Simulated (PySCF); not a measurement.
A run for PySCF: D3(BJ) and D4 dispersion corrections on BF2H3Si (SMILES FB(F)[SiH3]), a point of a torsion scan.

```python
from pyscf import gto
from pyscf.dispersion import dftd3, dftd4

mol = gto.M(
    atom='''
    F     1.82982127   -1.21922061    0.03750161
    B     1.15270041   -0.08534142    0.00535957
    F     1.95655479    0.96322315    0.00036100
    Si   -0.82678700    0.03897095   -0.03088062
    H    -1.34379648    0.77475555    1.12858213
    H    -1.30226748    0.75123957   -1.22233955
    H    -1.47010560   -1.27725942   -0.02900479
    ''',
    basis='def2-svp',
    charge=0, spin=0, verbose=0, max_memory=1800)
d3, d4 = {}, {}
for xc in ['hf', 'pbe', 'blyp', 'revpbe', 'tpss', 'r2scan', 'b3lyp', 'pbe0', 'bhlyp', 'camb3lyp', 'b2plyp']:
    d3[xc] = float(dftd3.DFTD3Dispersion(mol, xc=xc, version='d3bj', atm=False).get_dispersion()['energy'])
    print(f'D3(BJ) {xc:10s} {d3[xc]:14.8f} Eh')
for xc in ['hf', 'pbe', 'blyp', 'revpbe', 'tpss', 'r2scan', 'b3lyp', 'pbe0', 'bhlyp', 'camb3lyp', 'b2plyp']:
    d4[xc] = float(dftd4.DFTD4Dispersion(mol, xc={'camb3lyp': 'cam-b3lyp'}.get(xc, xc), atm=True).get_dispersion()['energy'])
    print(f'D4     {xc:10s} {d4[xc]:14.8f} Eh')
```

It printed:

```
D3(BJ) hf            -0.03277665 Eh
D3(BJ) pbe           -0.00375605 Eh
D3(BJ) blyp          -0.00829994 Eh
D3(BJ) revpbe        -0.00944817 Eh
D3(BJ) tpss          -0.00478576 Eh
D3(BJ) r2scan        -0.00100445 Eh
D3(BJ) b3lyp         -0.00682154 Eh
D3(BJ) pbe0          -0.00328386 Eh
D3(BJ) bhlyp         -0.00554031 Eh
D3(BJ) camb3lyp      -0.00303692 Eh
D3(BJ) b2plyp        -0.00325698 Eh
D4     hf            -0.01417774 Eh
D4     pbe           -0.00386968 Eh
D4     blyp          -0.00865108 Eh
D4     revpbe        -0.01212511 Eh
D4     tpss          -0.00523147 Eh
D4     r2scan        -0.00090596 Eh
D4     b3lyp         -0.00628551 Eh
D4     pbe0          -0.00323628 Eh
D4     bhlyp         -0.00477185 Eh
D4     camb3lyp      -0.00326916 Eh
D4     b2plyp        -0.00268055 Eh
```

The run finished.

Cost: around 0.04 core-seconds (rough).
